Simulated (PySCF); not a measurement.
SnH3, SMILES [SnH3+], charge +1.

Geometry optimised at PBE0-D3(BJ)/def2-TZVPD. The multiplicity is an assumed one; other spin states were not compared. The isomer is the one that the SMILES or the coordinates give; other isomers of the formula were not compared. The def2 effective core potentials stand for the cores of Sn; spin–orbit coupling is left out.

The numbers are results of PBE0-D3(BJ)/def2-TZVPD run with PySCF, not measurements.

Frequencies are harmonic and unscaled.

Modes within 1.5 cm⁻¹ of each other (mostly degenerate sets) share a row, with their intensities summed.

### Question
Estimate the vibrational spectrum. (The exact figures need the calculation; the answer reports its results.)

### Answer

| mode | ν (cm⁻¹) | IR (km/mol) | moving atoms (share of kinetic energy) |
|---|---|---|---|
| 1–2 | 676 | 103.1 | H 99 % |
| 3 | 678 | 37.8 | H 98 % |
| 4 | 2001 | 0.0 | H 100 % |
| 5–6 | 2052 | 11.5 | H 99 % |
